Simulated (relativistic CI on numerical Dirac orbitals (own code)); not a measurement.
# Hyperfine structure of Ba³²⁺, mass number 135

Method of calculation: Dirac-Coulomb-Breit CI, separate exchange-only KLI orbitals for each configuration, model QED, unscaled Slater integrals (own radial code, finite nucleus).

Configuration list (outside the closed core [Ne]): 3s²3p⁶3d⁶, 3s²3p⁵3d⁷, 3s²3p⁴3d⁸, 3s3p⁶3d⁷, 3p⁶3d⁸, 3s3p⁵3d⁸, 3s²3p⁶3d⁵4s, 3s²3p⁶3d⁵4p, 3s²3p⁶3d⁵4d, 3s²3p⁴3d⁷4s, 3s²3p⁵3d⁶4s, 3s²3p⁶3d⁵4f, 3s²3p⁶3d⁴4s², 3s3p⁶3d⁶4s, 3p⁶3d⁷4s, 3s²3p⁶3d⁵5s. Levels of other configurations are missing.

Nuclear spin I = 3/2, μ = 0.8381 μN, Q = 0.153 b (tables of Stone and Pyykkö). The electronic factors are computed for point nuclear moments, without core polarisation or the Bohr-Weisskopf and QED corrections.

```tsv
Level	E (eV)	A (MHz)	B (MHz)
3s²3p⁶3d⁶ ⁵D4	0.0000	7375	3910
3s²3p⁶3d⁶ ⁵D3	12.7324	4960	636
3s²3p⁶3d⁶ ⁵D1	15.5940	6707	-1400
3s²3p⁶3d⁶ ³G5	21.9313	9831	1530
3s²3p⁶3d⁶ ³H6	22.0474	10740	-3040
3s²3p⁶3d⁶ ³F2	25.3742	12510	-2690
3s²3p⁶3d⁶ ⁵D2	29.5237	5722	-193
3s²3p⁶3d⁶ ³D1	34.0240	10050	2260
```

Levels with J = 0, under 50 % of one LS term, or S terms without an open s electron are left out. Small factors come from cancelling terms and can be off by tens of per cent or more.

At this charge energies of transitions that change n are usually good to better than 1 %, and those within a shell (Δn = 0) to a few per cent. Terms inside the open d or f shell come out 10 to 20 % too wide with unscaled integrals.

Question: Give the hyperfine levels of 3s²3p⁶3d⁶ ⁵D4 relative to its centre of gravity.

Answer: With K = F(F + 1) − I(I + 1) − J(J + 1), E = AK/2 + B[¾K(K + 1) − I(I + 1)J(J + 1)]/[2I(2I − 1)J(2J − 1)]: F = 5/2: -53390, F = 7/2: -30270, F = 9/2: 1979, F = 11/2: 45220 MHz.

LS names give the leading component of a level, which can be under half, so a name can repeat, a term be missing and a line seem to break the LS rules.
